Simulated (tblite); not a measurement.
C8H11 (doublet state).
SMILES with atom numbers: `[CH2:1]=[C:2]=[C:3]([CH3:4])[CH2:5]/[CH:6]=[C:7]\[CH3:8]` (hydrogens: H9, H10 on C1; H11, H12, H13 on C4; H14, H15 on C5; H16 on C6; H17, H18, H19 on C8)

Structure used (GFN2-xTB), in Å, numbered top down from 1:
```xyz
19
C8H11 angstrom
C     -3.0277    1.8831   -0.1196
C     -2.0706    1.0125   -0.0688
C     -1.1176    0.1262   -0.0391
C     -1.1155   -1.0156    0.9384
C      0.0820    0.2279   -0.9376
C      1.2720    0.7817   -0.1381
C      2.3442    0.1256    0.1607
C      2.9910   -1.1715   -0.0066
H     -3.0119    2.7842    0.4748
H     -3.8895    1.7476   -0.7556
H     -0.2192   -0.9653    1.5561
H     -1.1086   -1.9661    0.4047
H     -1.9916   -0.9788    1.5806
H      0.3422   -0.7567   -1.3282
H     -0.1194    0.9072   -1.7677
H      1.1244    1.8051    0.1845
H      2.3786   -1.9731    0.4144
H      3.1710   -1.3769   -1.0648
H      3.9562   -1.1879    0.5044
```

Computed values, GFN2-xTB/tblite, gas phase, harmonic and unscaled. This tight-binding method is rough: wavenumbers can miss measured ones by several per cent, in bad cases by 10 to 20. One conformer, not necessarily the lowest. Open shells enter through the occupations alone, without spin polarisation, and single modes of such species can be off by tens of per cent. The optimisation stopped once no atom felt more than 0.01 eV/Å.

Lowest wavenumbers of the output (negative numbers stand for imaginary wavenumbers):
```
mode    cm-1
  1     -72.0
  2      37.1
  3      41.5
  4     123.8
  5     146.9
  6     165.3
  7     179.0
  8     264.6
```

Task: Is this structure a minimum?

Result: No. 1 mode is imaginary beyond 20i (72i cm⁻¹), so at this level the point lies at or near a first-order saddle.

Task: Which atoms move in the imaginary mode?

Result: 72i: H18 (hydrogen on carbon) 34 %, H17 (hydrogen on carbon) 32 %, H19 (hydrogen on carbon) 31 %. These are shares of the mass-weighted motion.

Task: What is the remedy?

Result: Step along that mode in both directions, optimise again with tighter thresholds and repeat the frequencies. The zero-point energy of this point (98.1 kcal/mol) counts the 50 real modes alone, and thermal corrections from it aren't those of a minimum.
